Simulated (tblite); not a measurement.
A tight-binding relaxation on `CC#[N+][BH2-]SCCC`.

Computed with GFN2-xTB geometry optimisation, gas phase (tblite 0.8.0). Start geometry: from a force field or distance geometry. The input is one job of a driver script: a line of settings, then coordinates in Å.

Command:
```bash
OMP_NUM_THREADS=1 python probes_run.py task.json out
```

Input:
```
{"job": {"kind": "relax", "xc": "GFN2-xTB", "basis": "xTB"}, "charge": 0, "multiplicity": 1}
C      4.496200     1.049700     0.115400
C      3.128200     0.514500     0.329900
N      2.069600     0.077000     0.539600
B      0.689300    -0.435000     0.787900
S     -0.125200    -0.802300    -0.880900
C     -1.793000    -1.453300    -0.483500
C     -2.643500    -0.365100     0.141900
C     -2.784100     0.772400    -0.849600
H      4.997400     0.569800    -0.735000
H      5.123200     0.909700     1.029500
H      4.413800     2.142700    -0.040300
H      0.001200     0.321300     1.390900
H      0.746200    -1.513600     1.370800
H     -2.258500    -1.921300    -1.348400
H     -1.630700    -2.192600     0.318900
H     -2.177800     0.033100     1.107700
H     -3.632100    -0.784300     0.372600
H     -2.028500     1.544400    -0.770000
H     -2.814600     0.297900    -1.859800
H     -3.782200     1.245700    -0.667800
```

Output:
```
step      E/eV     max force
  0    -658.49874    1.942
  1    -658.69803    0.918
  2    -658.78320    2.346
  3    -658.81179    3.086
  4    -658.87462    0.529
  5    -658.90359    0.533
  6    -658.93227    0.707
  7    -658.94889    0.524
  8    -658.96311    0.226
  9    -658.97024    0.232
... (246 lines left out)
256    -659.12747    0.024
257    -659.12754    0.023
258    -659.12767    0.034
259    -659.12776    0.041
260    -659.12788    0.036
261    -659.12796    0.027
262    -659.12802    0.020
263    -659.12806    0.020
264    -659.12808    0.017
265    -659.12810    0.010
```

«max force» is the largest atomic force in eV/Å.

From which step on does the largest force stay under 0.1 eV/Å, and how much energy is left to gain from there?

From step 212 (0.096 eV/Å), 8.2 meV above the end.

Summary of the converged run: energy lowered by 14.5 kcal/mol over 265 steps; largest atomic force 0.010 eV/Å at the end.

On one thread, Arm Neoverse N1 (aarch64) (shared host), this took 3.4 s.
Labels such as C1 count atoms from 1, the log's own numbers from 0.
